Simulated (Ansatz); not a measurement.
C2H7AlSSi, SMILES `C[SiH]1[CH2][Al]1[SH]`, relaxed with RKS PBE0-D4/def2-TZVP in the Gaussian-basis code of Ansatz from a PBE-D4/def2-SVP geometry. The force threshold is 0.005 eV/Å; the program also tests the step.

Total charge 0; spin multiplicity 1.

Start:

```xyz
12

C     0.812   -0.073    2.055
Si   -0.459    0.142    0.668
C     0.012    1.190   -0.911
Al   -0.588   -0.565   -1.566
S    -0.835   -1.590   -3.497
H     0.472   -0.836    2.784
H     0.954    0.886    2.596
H     1.791   -0.396    1.648
H    -1.781    0.611    1.228
H     1.121    1.211   -1.041
H    -0.383    2.217   -1.041
H    -1.117   -2.796   -2.924
```

By how much does the energy fall, and how many steps does the optimiser take? (Estimate.)

Computed: 4.92 kJ/mol, in 6 steps.

Which bonds change most? (Best estimate.)

Ansatz gave: Si2–C3 from 1.952 to 1.922 Å; Si2–Al4 from 2.347 to 2.323 Å; Al4–S5 from 2.200 to 2.178 Å; C1–Si2 from 1.894 to 1.873 Å.

Give the relaxed structure. (Estimate.)

Computed: 
```xyz
12

C     0.805   -0.066    2.038
Si   -0.444    0.141    0.657
C     0.019    1.171   -0.898
Al   -0.562   -0.572   -1.551
S    -0.838   -1.570   -3.467
H     0.470   -0.824    2.750
H     0.933    0.878    2.575
H     1.775   -0.374    1.643
H    -1.757    0.592    1.204
H     1.111    1.203   -1.021
H    -0.384    2.174   -1.033
H    -1.129   -2.752   -2.897
```
